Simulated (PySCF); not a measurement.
Species: CH₁₀Ge₂OSi.
Geometry (PBE0-D3(BJ)/def2-SVP, Å), atoms numbered from 1 in this order:
```
atom  x, y, z in Å
Si1    1.8987    1.0949   -0.2538
C2     1.8222   -0.6399    0.4820
Ge3    0.5846   -1.7958   -0.4876
O4    -0.7187   -0.7529   -1.1156
Ge5   -2.1682   -0.1293   -0.3017
H6     2.0842    1.0292   -1.7348
H7     3.0531    1.8479    0.3304
H8     0.6505    1.8563    0.0505
H9     2.8263   -1.0948    0.4572
H10    1.5151   -0.5758    1.5383
H11   -0.0319   -2.8838    0.4220
H12    1.2502   -2.4131   -1.7285
H13   -2.6900    1.0204   -1.1754
H14   -1.7907    0.3766    1.1088
H15   -3.2102   -1.2608   -0.1873
```

Theory: delta-SCF UKS SCAN, pcX-2 on the ionised atom, pcseg-1 elsewhere, spin-free X2C in PySCF 2.14.0. Each binding energy is the total energy of the core-ionised species, with the hole localised on one atom, minus that of the ground state; both are solved self-consistently, so orbital relaxation is included.

Some binding energies are withheld.

```
atom(s)       bonded to     level  binding energy (eV)
     C2  2 H, Ge and Si      C 1s               289.96
     O4            2 Ge      O 1s               536.71
    Si1       C and 3 H     Si 1s                    ?
    Si1       C and 3 H  Si 2p3/2                    ?
```

Fill in Si 2p3/2 for Si1.

106.56 eV (SiH3 silicon), with 2p1/2 at 107.18 eV.

What is the Si 1s binding energy of Si1?

1846.33 eV (SiH3 silicon).

Which effective nuclear charge Zeff reproduces each element's mean 1s value in the hydrogen-like formula E = 13.606 eV × Zeff²?

C (Z = 6): mean 290.0 eV, Zeff = 4.62, Z − Zeff = 1.38; O (Z = 8): mean 536.7 eV, Zeff = 6.28, Z − Zeff = 1.72; Si (Z = 14): mean 1846.3 eV, Zeff = 11.65, Z − Zeff = 2.35. Means run over the listed sites, weighted by atom count.

Spin–orbit coupling isn't in the SCF: each 2p doublet comes from a relaxed spin-free hole plus a matrix of the shell (mean-field spin–orbit coupling and the ground-state 2p splitting), with 2p3/2 averaged over its two sublevels. 2p1/2 minus 2p3/2 (ligand field included): Si 0.62 eV. No level of germanium is listed. The structure is a single PBE0-D3(BJ)/def2-SVP conformer in the gas phase; no vibrational or solvent corrections.

Time: 28 s wall. Hardware: one thread, x86-64 server, on a shared host.
